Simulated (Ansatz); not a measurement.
`[SH][GeH2][C]1=NC1` + H₂Te → `[TeH]C1=NC1` + `[SH][GeH3]`  (substitution at a C–Ge bond)

Isolated molecules relaxed with PBE0-D4/def2-TZVP in Ansatz; ΔE leaves out vibrations. CCSD(T)/CBS is the MP2 limit (def2-TZVPP, def2-QZVPP) plus CCSD(T) − MP2 in def2-TZVPP, frozen cores. DFT in def2-TZVPP. B3LYP here is the variant with VWN-RPA as its local correlation; programs differ in this. def2 core potentials past Kr. For Ge, Te outer-core shells are correlated without core-valence functions, which leaves a few kJ/mol of doubt a bond. Scalar relativity is left out up to krypton. Each species was taken in one conformer, which may not be the lowest.

**Question.** Is it downhill or uphill in electronic energy at CCSD(T)/CBS, and by how much? (An estimate is asked.)

**Answer.** Computed: Uphill: ΔE = +18.4 kJ/mol.

**Question.** What do these levels give: r2SCAN-D4, B3LYP-D4, PBE, PBE0, CCSD/def2-TZVPP, HF/CBS(def2)? (An estimate is asked.)

**Answer.** The calculation gave: r2SCAN-D4 12.9, B3LYP-D4 14.3, PBE 8.7, PBE0 14.3, CCSD/def2-TZVPP 23.9, HF/CBS(def2) 21.5 kJ/mol.

Largest T1 diagnostic among the species: 0.012.

From PBE to PBE0 (25 % exact exchange), in def2-TZVPP and without D4, ΔE moves by +5.6 kJ/mol.
